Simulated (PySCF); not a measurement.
Changes within a family of molecules, several properties at once.

PySCF, CAM-B3LYP/def2-SVPD, density fitting, gas phase; each molecule at its own GFN2-xTB geometry, one conformer. Singlet excitations by full TDDFT with frozen cores and triplets by Tamm–Dancoff TDDFT. 

Torsions of the conformers computed, which needn't be the lowest (atom-mapped SMILES):
- `[CH3:1][N:2]([CH3:3])[SiH2:4][C:5]#[N:6]`: C1–N2–Si4–C5 78°
- `[CH3:1][N:2]([CH3:3])[SiH2:4][CH:5]=[O:6]`: C1–N2–Si4–C5 -42°, N2–Si4–C5–O6 146°
- `[CH3:1][N:2]([CH3:3])[SiH2:4][C:5]([NH2:6])=[O:7]`: C1–N2–Si4–C5 -162°, N2–Si4–C5–N6 38°, H–N6–C5–Si4 177°, H–N6–C5–Si4 0°
- `[CH3:1][N:2]([CH3:3])[SiH2:4][CH2:5][SiH3:6]`: C1–N2–Si4–C5 41°, N2–Si4–C5–Si6 169°
- `[CH3:1][C:2]#[C:3][SiH2:4][N:5]([CH3:6])[CH3:7]`: C3–Si4–N5–C6 43°
- `[CH3:1][O:2][SiH2:3][N:4]([CH3:5])[CH3:6]`: C1–O2–Si3–N4 -84°, O2–Si3–N4–C5 -166°
- `[CH2:1]=[N:2][SiH2:3][N:4]([CH3:5])[CH3:6]`: C1–N2–Si3–N4 -135°, N2–Si3–N4–C5 -34°

Reference: `CN(C)[SiH2]C#N`, with HOMO energy -8.41 eV, LUMO energy 0.41 eV, lowest singlet excitation 5.61 eV, lowest triplet excitation 5.30 eV, mean polarisability 72.4 au and dipole moment 4.01 D.

Changes against it:

```
          molecule  Δ HOMO energy (eV)  Δ LUMO energy (eV)  Δ lowest singlet excitation (eV)  Δ lowest triplet excitation (eV)  Δ mean polarisability (au)  Δ dipole moment (D)
CN(C)[SiH2]C[SiH3]               +0.75               +0.69                             +0.21                             +0.37                       +26.7                -2.73
   CC#C[SiH2]N(C)C               +0.81               +0.72                             -0.01                             -0.21                       +22.5                -2.85
     CO[SiH2]N(C)C               +0.81               +0.77                             +0.19                             +0.38                        +2.5                -2.45
    C=N[SiH2]N(C)C               +0.80               -0.01                             -1.54                             -1.85                        +7.1                -3.21
```

Rows whose labels were lost:

```json
{"row": "P", "Δ HOMO energy (eV)": "+0.35", "Δ LUMO energy (eV)": "+0.29", "Δ lowest singlet excitation (eV)": "-0.94", "Δ lowest triplet excitation (eV)": "-1.24", "Δ mean polarisability (au)": "+10.1", "Δ dipole moment (D)": "+0.33"}
{"row": "Q", "Δ HOMO energy (eV)": "+0.34", "Δ LUMO energy (eV)": "-0.80", "Δ lowest singlet excitation (eV)": "-2.44", "Δ lowest triplet excitation (eV)": "-2.82", "Δ mean polarisability (au)": "+1.7", "Δ dipole moment (D)": "-0.65"}
```

Q: Which row belongs to which of `CN(C)[SiH2]C=O` and `CN(C)[SiH2]C(N)=O`?

A: P = `CN(C)[SiH2]C(N)=O` and Q = `CN(C)[SiH2]C=O`. P and Q are told apart most clearly by the lowest triplet excitation (-1.24 against -2.82 eV).
